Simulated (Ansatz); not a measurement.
Harmonic frequencies (cm⁻¹) at PBE0-D4/def2-TZVP from Ansatz: 76, 104, 138, 239, 247, 288, 314, 403, 531, 539, 609, 663, 708, 709, 834, 891, 951, 1389, 2198, 2202, 2704.

Each molecule was computed in one conformer, which needn't be the lowest.

Which molecule is it?
A. `[SiH3]N[AsH2]`
B. `C=CC(O)=S`
C. `F[B]1[SiH2][O][Al]1[SH]`
D. `[BH2][Zn][S][SiH3]`

C.
